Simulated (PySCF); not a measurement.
Diatomics of H with group 13

PBE with double-zeta basis sets in PySCF, for the lowest determinant that a PBE0 search found; no spin–orbit coupling. De refers to high-spin ground-configuration atoms. A positive dipole means M(−)H(+).

```
 M       basis  state (unpaired electrons)  Re (Å)  ωe (cm⁻¹)  De (eV)  μ (D)
 B     cc-pVDZ      singlet (closed shell)   1.274       2226     3.46   1.36
Al    def2-SVP      singlet (closed shell)   1.684       1593     3.00   0.01
Ga  x2c-SVPall      singlet (closed shell)   1.699       1530     2.88  -0.44
In    def2-SVP      singlet (closed shell)   1.886       1384     2.62  -0.77
Tl    def2-SVP      singlet (closed shell)   1.943       1315     2.51  -1.32
```

The shortest bond is that of BH (1.274 Å), the longest that of TlH (1.943 Å).

The rows differ in basis set, which adds steps of its own.

Relativity is treated differently too: B no relativity; Al no relativity; Ga spin-free X2C; In scalar-relativistic core potentials; Tl scalar-relativistic core potentials.

Down a group bonds as a rule get longer and wavenumbers fall, partly through the reduced mass; this series shows no clear exception.

These are scalar-relativistic numbers at best; spin–orbit coupling would shift them, the dissociation energy most.
